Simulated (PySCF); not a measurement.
Species: C₉H₁₅NS.
InChI=1S/C9H15NS/c1-2-9-5-3-4-8(6-10)7-11-9/h8-9H,2-5,7H2,1H3/t8-,9+/m0/s1

The closed-shell ground state was solved at several levels (PySCF, density fitting, gas phase, non-relativistic). Isolated species at its PBE0-D3(BJ)/def2-SVP geometry (one conformer only).

```tsv
level	basis functions	total energy (Eh)	HOMO (eV)	LUMO (eV)	gap (eV)	dipole (D)
PBE0/pcSseg-1	269	-804.2281	-6.75	0.34	7.09	3.46
B97-2/pcSseg-1	269	-804.7366	-6.51	0.31	6.82	3.47
```

Question: What might PBE0/def2-SVPD (347 basis functions) give for the same quantities?

Answer: Total energy -803.9085 Eh, HOMO -6.72 eV, LUMO 0.08 eV, gap 6.80 eV, dipole 3.52 D.

Question: Over all these levels, which gives the widest orbital gap and which the narrowest?

Answer: PBE0/pcSseg-1 has the widest, 7.09 eV, and PBE0/def2-SVPD the narrowest, 6.80 eV. The two share the functional. From the narrowest to the widest the HOMO moves by -0.03 eV and the LUMO by +0.26 eV.

Question: How far do the dipole and the HOMO energy spread over the levels?

Answer: The dipole runs from 3.46 to 3.52 D (mean 3.48 D) and the HOMO from -6.75 to -6.51 eV.
